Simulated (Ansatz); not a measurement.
Cost and result for the atomization energy of H$_{5}$O$_{2}$SSi$_{2}$ (`O[SiH](O)S[SiH2]`) radical (10 atoms, 9 bonds).

Cartesian coordinates in Å:
```
O -1.009 -1.367 -0.767
Si -0.900 -0.124 0.278
O -2.338 0.653 0.340
S 0.551 1.339 -0.312
Si 2.239 0.041 -0.452
H -1.246 -1.168 -1.675
H -0.513 -0.736 1.562
H -2.360 1.552 0.669
H 2.126 -1.057 0.552
H 3.450 0.868 -0.194
```

The species carries charge 0 and has multiplicity 2. The geometry is a stationary point of PBE0-D4/def2-TZVP. It is one conformer, not always the lowest. Program: Ansatz. Hardware: A = 2 threads of an AMD EPYC 7R13 on a shared host; B = 2 threads of an AMD EPYC 7R13 on a shared host and a share of an NVIDIA H100 80 GB. Times are those of one run each, without the atoms' runs, and a repeat can differ threefold. Electronic energies, without spin–orbit coupling; frozen cores. CCSD(T)/CBS adds CCSD(T) − MP2 in def2-TZVPP to the MP2 limit, and its time is that of the two runs behind it. T1 = 0.014; ⟨S²⟩ of the reference is 0.76. B3LYP takes the VWN-RPA correlation (the form of Gaussian; ORCA's B3LYP/G).

CCSD(T)/CBS is a level of theory with its own doubt, some kJ/mol a heavy atom from the limit and from the frozen cores, so smaller differences don't rank the functionals.

```csv
level,functions,wall time,atomization (kcal/mol),difference from CCSD(T)/CBS,per bond
PBE-D4/def2-TZVPP (with forces) [A],258,11 s,829.8,3.3,0.4
CCSD(T)/def2-TZVPP [B],258,16 s,798.2,-28.3,-3.2
r2SCAN-D4/def2-TZVPP (with forces) [A],258,17 s,828.4,1.9,0.2
PBE0-D4/def2-TZVPP [A],258,17 s,814.8,-11.7,-1.3
B2PLYP/def2-TZVPP [A],258,18 s,809.3,-17.2,-1.9
MP2/def2-QZVPP [B],474,19 s,833.1,6.6,0.7
B3LYP-D4/def2-TZVPP (with forces) [A],258,19 s,818.2,-8.3,-0.9
ωB97X-V/def2-TZVPP [A],258,29 s,827.2,0.7,0.1
CCSD(T)/CBS(def2),–,35 s,826.5,0.0,0.0
ωB97M-V/def2-TZVPP (with forces) [A],258,40 s,825.6,-0.9,-0.1
```

In def2-TZVPP, CCSD(T) changes the Hartree–Fock value by +211.5 kcal/mol (the triples alone add +13.3 kcal/mol) and MP2 by +229.4 kcal/mol; breaking electron pairs costs correlation energy, which Hartree–Fock lacks. The D4 term adds +11.2 kcal/mol with B3LYP and +5.9 kcal/mol with PBE0; it sums over pairs of atoms, weighted by their polarisabilities, and B3LYP, whose exchange is more repulsive, gets the larger term. From PBE to PBE0 (25 % exact exchange), in def2-TZVPP and without D4, the atomization energy moves by −14.0 kcal/mol: exact exchange takes away binding that semilocal exchange gives to molecules.
